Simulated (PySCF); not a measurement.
Job file and geometry (Å, from GFN2-xTB) of an NMR shielding run on `InChI=1S/C3H8F4Si2/c1-2(9-7)8-3(4,5)6/h2H,8-9H2,1H3/t2-/m0/s1`, GIAO PBE0/pcSseg-1 NMR shielding, non-relativistic, gas phase (PySCF); density fitting, a coarse starting grid and PySCF grid level 2 are the driver's defaults:

```
$ OMP_NUM_THREADS=1 python probes_run.py task.json out

{"job": {"kind": "nmr", "xc": "PBE0", "basis": "pcSseg-1"}, "charge": 0, "multiplicity": 1}
C     -1.521190    -1.517956    -0.022809
C     -0.562136    -0.385892     0.367032
Si    -1.394040     1.318989     0.097637
F     -1.687748     1.398052    -1.484792
Si     1.087533    -0.575037    -0.549561
C      2.296234     0.726206     0.251721
F      3.592590     0.402727     0.082073
F      2.153207     1.966322    -0.260267
F      2.118274     0.859162     1.585788
H     -2.439879    -1.466066     0.558354
H     -1.068436    -2.492660     0.147871
H     -1.783314    -1.449954    -1.075828
H     -0.354050    -0.475253     1.439243
H     -2.710878     1.352347     0.718969
H     -0.543289     2.450750     0.406973
H      1.743150    -1.861755    -0.301306
H      1.066973    -0.237953    -1.971007
```

Problem. What does the program print?

Solution. 
```
coarse grid: 15816 points
cycle   1  E = -1096.4785554740  dE =  8.857e-01  |g| = 1.005e+00  |ddm| = 3.601e+00
cycle   2  E = -1096.2833387321  dE =  1.952e-01  |g| = 1.526e+00  |ddm| = 1.468e+00
cycle   3  E = -1096.6506515790  dE = -3.673e-01  |g| = 5.251e-02  |ddm| = 9.135e-01
cycle   4  E = -1096.6509566403  dE = -3.051e-04  |g| = 3.442e-02  |ddm| = 6.552e-02
cycle   5  E = -1096.6511952628  dE = -2.386e-04  |g| = 9.476e-03  |ddm| = 3.381e-02
cycle   6  E = -1096.6512158036  dE = -2.054e-05  |g| = 1.642e-03  |ddm| = 9.472e-03
cycle   7  E = -1096.6512162543  dE = -4.507e-07  |g| = 5.528e-04  |ddm| = 1.446e-03
final grid: 146872 points
cycle   8  E = -1096.7277225283  dE = -4.757e-05  |g| = 8.426e-03  |ddm| = 2.209e-02
cycle   9  E = -1096.7277113199  dE =  1.121e-05  |g| = 1.139e-02  |ddm| = 1.370e-02
cycle  10  E = -1096.7277378487  dE = -2.653e-05  |g| = 5.990e-04  |ddm| = 7.777e-03
cycle  11  E = -1096.7277379003  dE = -5.166e-08  |g| = 2.746e-04  |ddm| = 5.480e-04
cycle  12  E = -1096.7277379145  dE = -1.413e-08  |g| = 5.679e-05  |ddm| = 2.046e-04
cycle  13  E = -1096.7277379150  dE = -4.900e-10  |g| = 2.291e-05  |ddm| = 5.937e-05
converged SCF energy = -1096.7277379150

GIAO shielding tensors (ppm)
atom      isotropic    diamagn.    paramagn.     s11        s22        s33       span
  0 C      175.841     246.059     -70.219    163.433    173.404    190.685     27.251
  1 C      181.001     259.034     -78.033    170.586    180.740    191.677     21.091
  2 Si     338.345     879.011    -540.666    299.645    329.951    385.439     85.794
  3 F      405.360     469.776     -64.416    372.142    407.344    436.595     64.453
  4 Si     387.078     880.998    -493.920    356.742    374.325    430.168     73.425
  5 C       47.401     252.037    -204.635     43.447     44.438     54.319     10.871
  6 F      240.702     470.815    -230.112    142.350    252.178    327.580    185.230
  7 F      238.097     475.579    -237.482    139.685    251.291    323.315    183.630
  8 F      243.301     476.980    -233.678    142.386    259.554    327.963    185.577
  9 H       30.132      29.186       0.946     24.989     27.451     37.956     12.967
 10 H       30.317      29.500       0.817     24.716     28.618     37.618     12.902
 11 H       30.339      29.912       0.427     25.793     28.723     36.501     10.709
 12 H       31.337      34.133      -2.796     25.532     30.689     37.790     12.258
 13 H       26.490      29.298      -2.808     22.931     24.658     31.880      8.949
 14 H       26.291      30.091      -3.799     22.819     25.736     30.319      7.500
 15 H       27.359      29.426      -2.067     23.559     26.145     32.373      8.814
 16 H       27.261      29.614      -2.353     24.485     25.686     31.612      7.127
```

Problem. Turn these shieldings into chemical shifts. δ = σ(ref) − σ, references computed at the same level: TMS for $^{13}$C (σ = 186.93 ppm), $^{29}$Si (σ = 349.16 ppm), $^{1}$H (σ = 31.72 ppm); CFCl3 for $^{19}$F (σ = 170.95 ppm).

Solution. Averaging equivalent atoms: C 5: 139.5; C 0: 11.1; C 1: 5.9; Si 2: 10.8; Si 4: -37.9; F 6/7/8: -69.8; F 3: -234.4; H 14: 5.43; H 13: 5.23; H 16: 4.46; H 15: 4.36; H 9/10/11: 1.45; H 12: 0.38 ppm. Unscaled 19F shifts against computed CFCl3 carry errors that often reach 10 to 50 ppm.

Size and cost of the density-fitted run: 207 basis functions, 48 s wall time on 1 thread of an Arm Neoverse V1, shared host; peak memory 0.93 GiB.
